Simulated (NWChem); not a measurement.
Species: CH$_{3}$FO$_{3}$Si; SMILES O[Si]1(F)OCO1

```xyz
9

O      1.3025    -1.3572     0.0000
Si     0.0139    -0.3602     0.0000
F     -1.2970    -1.2774     0.0000
O      0.0060     0.8801    -1.1125
C     -0.0178     1.8003     0.0000
O      0.0060     0.8801     1.1125
H      1.1368    -2.3100     0.0000
H      0.8737     2.4340     0.0000
H     -0.9393     2.3901     0.0000
```
Atoms are numbered in this order, from 1.

Program: NWChem. Medium grid unless said otherwise, to which SCAN and Minnesota functionals are sensitive. Coordinates come from a B3LYP/6-31G* (spherical d) optimisation.

For level TPSSh/def2-TZVP:

```
Quantity                     Value
---------------------------  -----
highest occupied level (eV)  -7.97
orbital gap (eV)              7.92
```

Task: Estimate the same quantities for level r2SCAN/def2-TZVP.

Result: 
| Item | Result |
|---|---|
| highest occupied level (eV) | -7.50 |
| orbital gap (eV) | 7.52 |
